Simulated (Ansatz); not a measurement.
C4H10BN (`BN(C)CC=C`) at its PBE0-D4/def2-TZVP geometry, where that method's forces vanish. Total charge 0; spin multiplicity 1.

```csv
atom,x (Å),y (Å),z (Å)
B1,-1.7492,0.2329,0.8944
N2,-0.6815,0.4978,0.0519
C3,-0.7968,0.5476,-1.3913
C4,0.6569,0.7452,0.5431
C5,1.6043,-0.4101,0.4106
C6,1.2685,-1.6553,0.1124
H7,-2.8264,0.0173,0.4178
H8,-1.5637,0.2312,2.0775
H9,-1.8170,0.3052,-1.6832
H10,-0.5535,1.5494,-1.7629
H11,-0.1137,-0.1615,-1.8674
H12,1.0811,1.6125,0.0188
H13,0.5930,1.0275,1.5984
H14,2.6473,-0.1671,0.6023
H15,2.0135,-2.4394,0.0554
H16,0.2372,-1.9331,-0.0779
```

(1) For each bond, give half the difference of the two atoms' forces along it (eV/Å; positive pushes the atoms apart) under PBE-D4, r2SCAN-D4, B3LYP-D4, ωB97M-V in def2-TZVPP. (Best estimate.)

## Answers

(1) Computed: 
| bond | length (Å) | PBE-D4 | r2SCAN-D4 | B3LYP-D4 | ωB97M-V |
| --- | --- | --- | --- | --- | --- |
| B1–N2 | 1.386 | 0.12 | 0.03 | -0.01 | -0.01 |
| B1–H7 | 1.197 | -0.02 | -0.08 | -0.11 | -0.11 |
| B1–H8 | 1.198 | -0.01 | -0.07 | -0.11 | -0.11 |
| N2–C3 | 1.449 | 0.09 | 0.18 | 0.23 | 0.22 |
| N2–C4 | 1.447 | 0.11 | 0.15 | 0.19 | 0.15 |
| C3–H9 | 1.088 | 0.08 | -0.06 | -0.10 | -0.09 |
| C3–H10 | 1.096 | 0.09 | -0.04 | -0.07 | -0.10 |
| C4–C5 | 1.500 | -0.15 | -0.01 | 0.11 | 0.19 |
| C4–H12 | 1.099 | 0.10 | -0.05 | -0.11 | -0.14 |
| C4–H13 | 1.094 | 0.11 | -0.05 | -0.14 | -0.16 |
| C5–C6 | 1.324 | 0.36 | 0.16 | 0.08 | -0.04 |
| C5–H14 | 1.088 | 0.03 | -0.06 | -0.12 | -0.11 |
| C6–H15 | 1.083 | 0.01 | -0.07 | -0.08 | -0.05 |
| C6–H16 | 1.085 | 0.03 | -0.06 | -0.08 | -0.05 |

B3LYP here is the variant with VWN-RPA as its local correlation; programs differ in this.
